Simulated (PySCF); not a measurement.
Si(F)(I)(Me)2 (C2H6FISi), SMILES C[Si](I)(C)F.

Coordinates come from a B3LYP-D3(BJ)/def2-SVP optimisation. The def2 effective core potentials stand for the cores of I; spin–orbit coupling is left out.

Vertical ionisation energy (IE) and electron affinity (EA) in eV. Rows of orbital energies are one-electron estimates. Where ΔSCF, EOM or ADC give a negative EA the extra electron is unbound and the value depends on the basis.

```
level                                          IE    EA
-------------------------------------------  ----  ----
−ε(HOMO), −ε(LUMO), B3LYP/def2-TZVP (PySCF)  7.33  0.28
−ε(HOMO), −ε(LUMO), PBE/def2-TZVP (PySCF)    6.43  0.91
```
